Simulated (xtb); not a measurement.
A run for xtb: GFN2-xTB on CH5Bi (SMILES [CH3][BiH2]), a point of a bond scan (R = 3.481 Å).

```
$ xtb mol.xyz --gfn 2 --sp --chrg 0 --uhf 0
7

Bi    -0.11442136    -0.13875822     0.14265198
H      0.10109638    -1.45634717    -1.06583804
H     -1.63440454     0.37932592    -0.67231832
C      1.15924493     1.32396943    -1.06349030
H      0.63376599     4.52436652     0.20155162
H      0.87590674     1.28056262    -2.11058643
H      2.20387163     1.04548114    -0.94226535
```

The head of its log:

```
[...]
           -------------------------------------------------
          |                Calculation Setup                |
           -------------------------------------------------



molecular fragmentation (1/2 indicates fragments):
1111211
# atoms in fragment 1/2:     6     1
 fragment masses (1/2) :      225.02        1.01
CMA distance (Bohr)    :   8.746
constraining FC (au)   :  0.0500

           -------------------------------------------------
          |                 G F N 2 - x T B                 |
           -------------------------------------------------

        Reference                      10.1021/acs.jctc.8b01176
      * Hamiltonian:
        H0-scaling (s, p, d)           1.850000    2.230000    2.230000
        zeta-weighting                 0.500000
      * Dispersion:
        s8                             2.700000
        a1                             0.520000
        a2                             5.000000
        s9                             5.000000
      * Repulsion:
        kExp                           1.500000    1.000000
        rExp                           1.000000
      * Coulomb:
        alpha                          2.000000
        third order                    shell-resolved
        anisotropic                    true
        a3                             3.000000
        a5                             4.000000
        cn-shift                       1.200000
        cn-exp                         4.000000
        max-rad                        5.000000


          ...................................................
          :                      SETUP                      :
          :.................................................:
          :  # basis functions                  13          :
          :  # atomic orbitals                  13          :
          :  # shells                            9          :
          :  # electrons                        14          :
          :  max. iterations                   250          :
          :  Hamiltonian                  GFN2-xTB          :
          :  restarted?                      false          :
          :  GBSA solvation                  false          :
          :  PC potential                    false          :
          :  electronic temp.          300.0000000     K    :
          :  accuracy                    1.0000000          :
          :  -> integral cutoff          0.2500000E+02      :
          :  -> integral neglect         0.1000000E-07      :
          :  -> SCF convergence          0.1000000E-05 Eh   :
          :  -> wf. convergence          0.1000000E-03 e    :
          :  Broyden damping             0.4000000          :
          :  net charge                          0          :
          :  unpaired electrons                  0          :
          ...................................................

 iter      E             dE          RMSdq      gap      omega  full diag
   1     -6.4365902 -0.643659E+01  0.989E+00    2.30       0.0  T
   2     -6.1036474  0.332943E+00  0.135E+01    3.76       1.0  T
```

Problem. Give the final energy of this run.

Solution. -6.8260 hartree.
